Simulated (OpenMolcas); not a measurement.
## Xe⁺: the spin-orbit constant, thermal populations, worked from levels

| Item | Value |
| --- | --- |
| Program | OpenMolcas 26.06 |
| Basis | ANO-RCC [10s9p8d5f3g] |
| Scalar Hamiltonian | DKH2, point nucleus |
| Active space | 5 electrons in 9 orbitals (RAS2 5p; RAS3 5d 6s, at most 1 electron) |
| State averaging | 2S+1 = 2 odd, 3 roots; 2S+1 = 4 even, 18 roots; 2S+1 = 2 even, 54 roots |
| Spin-orbit coupling | RASSI with atomic mean-field integrals over the reference wave functions, term energies averaged over their components |

Methods: RASSCF; MS-RASPT2, IPEA 0.25 Eh, imaginary shift 0.1 Eh (closed shells correlated: 4d 5s). Measured levels: NIST Handbook of Basic Atomic Spectroscopic Data.

**The spin-orbit constant.** For the Hund term 2P* of p5, E(J) = (A/2) J(J+1) + constant and ζ = -2S·A = -A. From J = 1/2 to J = 3/2 the energy changes by 1.5 A.

```
   Source  E(3/2) - E(1/2)        A     ζ
   RASSCF          -9675.7  -6450.5  6450
MS-RASPT2          -9675.7  -6450.5  6450
 measured         -10537.0  -7024.7  7025
```

All in cm-1. MS-RASPT2 is off by -8.2 % and RASSCF by -8.2 %. Both methods take the spin-orbit matrix elements from the reference wave functions, so the second can move ζ only through the term energies and any multistate remixing.

**Thermal populations.** Z = Σ (2J + 1) exp(-E/kT) with k = 0.695035 cm-1/K, over the levels below. No other level of either list lies under 83800 cm-1, which is above 7 kT at each temperature.

```
          Level  2J + 1  MS-RASPT2  measured
5s2 5p5 2P* 3/2       4        0.0       0.0
5s2 5p5 2P* 1/2       2       9680     10537
```

| T (K) | Z, MS-RASPT2 | Z, measured levels | Ground level (%), MS-RASPT2 | Ground level (%), measured levels |
| --- | --- | --- | --- | --- |
| 5000 | 4.123 | 4.096 | 97.0 | 97.6 |
| 8000 | 4.351 | 4.301 | 91.9 | 93.0 |
| 12000 | 4.627 | 4.565 | 86.5 | 87.6 |

At 12000 K, kT = 8340 cm-1, and the computed levels give Z = 4.000 + 0.627 = 4.627.

Over all roots computed the reference weight is 0.82 to 0.92 in MS-RASPT2; the roots of lowest weight are the least certain, and an intruder state may touch them. Measured partners are found by configuration, term and J. A level has none where our copy of the source lacks it or the pairing is in doubt (some pairs that miss far off the trend of their configuration count as doubtful), and it then counts in no deviation. Levels of configurations outside the active space are missing.

* marks odd parity.
